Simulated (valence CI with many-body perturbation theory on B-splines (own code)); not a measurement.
**Se XIV: key properties**

Computed by valence CI with perturbative core correlation (CI+MBPT): three valence electrons over a frozen Dirac-Fock core [Ar], a basis of 7 s, 7 p, 8 d, 6 f, 4 g, 1 h functions for each j, with the one-electron correlation potential Σ1, the two-electron term Σ2, the three-electron term Σ3, Breit, model QED; selected CI, second order for the rest, scaled by the run's own slope (own B-spline code, finite nucleus).

No measured levels were compared; by estimate terms of the open shell hold to 2 to 4 % of their energy, and close levels can change places. The list stops below the first excitations out of the core. Only levels of the ground parity were solved; by the run's estimate the other parity begins above the list, which can be wrong where configurations are misplaced.

Rates and lifetimes use the calculated energies. Strong lines usually hold to 10 to 20 %, long lifetimes can be off by a factor of two.

**Question.** What is the ground level?

**Answer.** 3d3 4F_3/2, composition 98 % 3d3 4F + 2 % 3d3 2D, g = 0.407.

**Question.** How well does LS coupling describe the low levels?

**Answer.** Among the lowest 19 levels the leading LS term, summed over configurations, holds 90 % on average. For single configurations the figures are 90 % in LS and 67 % in jj coupling. Terms mix most in the J = 3/2 level at 53942 cm⁻¹, where the leading one holds 55 %.

**Question.** What is the ionisation energy?

**Answer.** 427.21 eV; NIST lists 426 ± 3 eV (theoretical).

**Question.** How is the term 4F of the ground level split?

**Answer.** J = 3/2 at 0.0, J = 5/2 at 3966, J = 7/2 at 8638, J = 9/2 at 13589 cm⁻¹.
